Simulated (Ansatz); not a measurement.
`[OH][GaH][SeH]` + H–F → `[F][GaH][SeH]` + H₂O at 298.15 K and 1 bar (ligand exchange at a Ga–O bond).

Calculated with Ansatz (gas phase, PBE0-D4/def2-TZVP geometries, no zero-point term in ΔE). CCSD(T)/CBS is the MP2 limit (def2-TZVPP, def2-QZVPP) plus CCSD(T) − MP2 in def2-TZVPP, frozen cores. This one scheme is used for every species. For Ga, Se outer-core shells are correlated without core-valence functions, which leaves a few kJ/mol of doubt a bond. Scalar relativity is left out up to krypton. Each species was taken in one conformer, which may not be the lowest.

| species | CCSD(T)/CBS energy (Eh) | H − E (kJ/mol) | S (J/(mol·K)) |
| --- | --- | --- | --- |
| `[OH][GaH][SeH]` | -4401.68747 | 92.5 | 323.3 |
| H–F | -100.39570 | 33.5 | 173.6 |
| `[F][GaH][SeH]` | -4425.71391 | 60.9 | 316.9 |
| H₂O | -76.37941 | 66.4 | 188.7 |

H − E and S are ideal-gas, rigid-rotor, harmonic terms from PBE0-D4/def2-TZVP, for one conformer and one mirror image of each species. 1 Eh = 2625.50 kJ/mol, R = 8.31446 J/(mol·K).

Task: By hand: ΔE, ΔH, ΔS and ΔG.

Result: ΔE = (-4425.71391) + (-76.37941) − (-4401.68747) − (-100.39570) = -0.01015 Eh = -26.6 kJ/mol. Δ(H − E) = 60.9 + 66.4 − 92.5 − 33.5 = 1.3, so ΔH = -25.3 kJ/mol. ΔS = 316.9 + 188.7 − 323.3 − 173.6 = 8.7 J/(mol·K). ΔG = -25.3 − 298.15 × (8.7)/1000 = -27.9 kJ/mol.

Task: By hand: the equilibrium constant, and the temperature at which ΔG would vanish if ΔH and ΔS stayed fixed.

Result: log₁₀ K = −ΔG/(RT ln 10) = 4.9. ΔH and −TΔS have one sign here, so there is no such temperature.

The number of gas molecules stays the same, so ΔS is small and ΔH decides. A doubt of 5 kJ/mol in ΔE shifts log₁₀ K by 0.9 here. Other conformers and mirror images would add mixing entropy, several J/(mol·K) or more a flexible species. These are equilibria of isolated gas molecules and say nothing of rates. Largest T1 diagnostic: 0.013 (customary marks: 0.02 for closed shells, 0.045 for open ones).

ΔS is within the doubt of such terms, so its sign, and with it that verdict, could turn.
